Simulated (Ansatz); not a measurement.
Cost and result for the atomization energy of `OC[Si](O)(O)O` (12 atoms, 11 bonds).

```xyz
12

O    -0.418    0.017    2.160
C    -0.027    0.855    1.079
Si    0.094   -0.103   -0.519
O     0.890    0.875   -1.560
O     0.913   -1.487   -0.191
O    -1.334   -0.635   -1.132
H     0.128   -0.774    2.125
H     0.927    1.362    1.285
H    -0.778    1.647    1.005
H     1.118    0.535   -2.426
H     0.482   -2.304   -0.448
H    -1.995    0.013   -1.378
```

Charge 0, multiplicity 1. All single points use the PBE0-D4/def2-TZVP geometry. It is one conformer, not always the lowest. Program: Ansatz. All runs use 4 threads of an Arm Neoverse V1 on a shared host. Times are those of one run each, without the atoms' runs, and a repeat can differ threefold. Electronic energies, without spin–orbit coupling; frozen cores. CCSD(T)/CBS adds CCSD(T) − MP2 in def2-TZVPP to the MP2 limit, and its time is that of the two runs behind it. T1 = 0.011. B3LYP takes the VWN-RPA correlation (the form of Gaussian; ORCA's B3LYP/G).

CCSD(T)/CBS is a level of theory with its own doubt, some kJ/mol a heavy atom from the limit and from the frozen cores, so smaller differences don't rank the functionals.

| level | functions | wall time | atomization (kJ/mol) | difference from CCSD(T)/CBS | per bond |
| --- | --- | --- | --- | --- | --- |
| PBE-D4/def2-TZVPP (with forces) | 281 | 3.1 s | 4885.0 | 52.4 | 4.8 |
| PBE0-D4/def2-TZVPP | 281 | 3.7 s | 4760.0 | -72.6 | -6.6 |
| r2SCAN-D4/def2-TZVPP (with forces) | 281 | 6 s | 4809.1 | -23.5 | -2.1 |
| B3LYP-D4/def2-TZVPP (with forces) | 281 | 6 s | 4776.7 | -55.9 | -5.1 |
| B2PLYP/def2-TZVPP | 281 | 7.5 s | 4745.6 | -87.0 | -7.9 |
| ωB97X-V/def2-TZVPP | 281 | 9.5 s | 4807.2 | -25.4 | -2.3 |
| ωB97M-V/def2-TZVPP (with forces) | 281 | 14 s | 4821.8 | -10.8 | -1.0 |
| MP2/def2-QZVPP | 535 | 33 s | 4908.1 | 75.5 | 6.9 |
| CCSD(T)/def2-TZVPP | 281 | 6.7 min | 4680.0 | -152.6 | -13.9 |
| CCSD(T)/CBS(def2) | – | 7.3 min | 4832.6 | 0.0 | 0.0 |

The D4 term adds +39.7 kJ/mol with B3LYP and +20.8 kJ/mol with PBE0; it sums over pairs of atoms, weighted by their polarisabilities, and B3LYP, whose exchange is more repulsive, gets the larger term. From PBE to PBE0 (25 % exact exchange), in def2-TZVPP and without D4, the atomization energy moves by −121.1 kJ/mol: exact exchange takes away binding that semilocal exchange gives to molecules. In def2-TZVPP, CCSD(T) changes the Hartree–Fock value by +1335.0 kJ/mol (the triples alone add +77.8 kJ/mol) and MP2 by +1471.8 kJ/mol; breaking electron pairs costs correlation energy, which Hartree–Fock lacks.
